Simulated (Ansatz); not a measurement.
One change: `[OH][GaH][F]` becomes `[F][GaH][Br]`.

Ansatz, PBE0-D4/def2-TZVP geometries, multiplicity 1. Each molecule was computed in one conformer, which needn't be the lowest.

Scalar relativity is left out up to krypton.

| property | `[OH][GaH][F]` |
| --- | --- |
| HOMO–LUMO gap (PBE/def2-TZVPP) / eV | 5.96 |
| HOMO energy (PBE0/def2-TZVPP) / eV | -9.37 |
| LUMO energy (PBE0/def2-TZVPP) / eV | -0.94 |
| size of the dipole moment (ωB97M-V/def2-TZVPP) / D | 3.39 |
| ideal-gas entropy at 298 K and 1 bar (rigid rotor, harmonic PBE0-D4/def2-TZVP) / J/(mol·K) | 289 |
| HOMO energy (B3LYP/def2-TZVPP) / eV | -9.10 |

Question: Give the same properties after the change, and the shifts. (Estimate.)

Answer: Computed: 
```json
{"property": "HOMO–LUMO gap (PBE/def2-TZVPP) / eV", "`[F][GaH][Br]`": "5.07", "shift": "-0.89"}
{"property": "HOMO energy (PBE0/def2-TZVPP) / eV", "`[F][GaH][Br]`": "-8.78", "shift": "0.59"}
{"property": "LUMO energy (PBE0/def2-TZVPP) / eV", "`[F][GaH][Br]`": "-1.62", "shift": "-0.68"}
{"property": "size of the dipole moment (ωB97M-V/def2-TZVPP) / D", "`[F][GaH][Br]`": "2.02", "shift": "-1.37"}
{"property": "ideal-gas entropy at 298 K and 1 bar (rigid rotor, harmonic PBE0-D4/def2-TZVP) / J/(mol·K)", "`[F][GaH][Br]`": "306", "shift": "17"}
{"property": "HOMO energy (B3LYP/def2-TZVPP) / eV", "`[F][GaH][Br]`": "-8.51", "shift": "0.59"}
```

With PBE0 the HOMO rises by 0.59 eV and the LUMO falls by 0.68 eV, so the gap narrows by about 1.27 eV. PBE moves the HOMO by 0.22 eV and ωB97M-V by 0.72 eV. The zero-point energy changes by -33.3 kJ/mol with -3 modes. Dipoles are sizes alone; their direction can turn.

B3LYP here is the variant with VWN-RPA as its local correlation; programs differ in this.

Spin–orbit coupling is left out; it splits and shifts lone-pair levels of the heavy atoms by tenths of an eV.
